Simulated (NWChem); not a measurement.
System: CH₄ClNSi₂; SMILES Cl[Si@H]1C=N[SiH2]1

```xyz
9

Cl    -0.2216    -2.2585    -0.3181
Si     0.1128    -0.4267     0.6013
C      1.4496     0.7455    -0.1201
N      0.8947     1.8842    -0.3404
Si    -0.8692     1.5926    -0.0651
H      0.3090    -0.7112     2.0565
H      2.5347     0.6098    -0.2926
H     -1.4965     2.5505     0.8933
H     -1.6191     1.6226    -1.3539
```
Atoms are numbered in this order, from 1.

All runs: NWChem. Pople sets run with spherical d functions. STO-3G and 3-21G are far too small for this property and stand as cheap habits. Coordinates come from a PBE0/def2-SVP optimisation. GIAO values for the isolated, static molecule; σ is the absolute isotropic shielding, δ = σ(reference) − σ with the isolated reference molecule computed at the same levels (13C: tetramethylsilane, 1H: tetramethylsilane, 15N: ammonia, 29Si: tetramethylsilane).

```tsv
level	σ Cl1 (ppm)	δ Si2 (ppm)	δ C3 (ppm)	δ N4 (ppm)	δ Si5 (ppm)	δ H7 (ppm)	δ H9 (ppm)	relative time
Hartree-Fock/6-31G*	1012.8	18.8	206.2	511.3	14.6	10.33	5.38	6
Hartree-Fock/STO-3G	1208.5	34.4	171.9	433.3	26.0	10.21	3.50	1
PBE/pcSseg-1	884.5	3.2	220.3	528.7	1.0	10.13	5.58	6
```

Times are rough ratios from one shared machine.
